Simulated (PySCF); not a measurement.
A calculated (M06-L, PySCF 2.14, Sapporo-DZP-2012, scalar relativity by spin-free X2C-1e) atom or ion has these occupied shells.

| shell | electrons | orbital energy (eV) | rms radius, mean of both spins (bohr) |
| --- | --- | --- | --- |
| 1s α | 1 | -2793.3 | 0.106 |
| 1s β | 1 | -2792.6 | 0.106 |
| 2s α | 1 | -286.95 | 0.481 |
| 2s β | 1 | -286.54 | 0.481 |
| 2p α | 3 | -223.26 | 0.452 |
| 2p β | 3 | -222.40 | 0.452 |
| 3s α | 1 | -47.743 | 1.56 |
| 3s β | 1 | -42.429 | 1.56 |
| 3p α | 3 | -33.651 | 1.70 |

Question: Name the element and its charge.

Answer: Cl²⁺ (chlorine, charge +2), in [Ne] 3s2 3p3, high-spin 4S determinant.
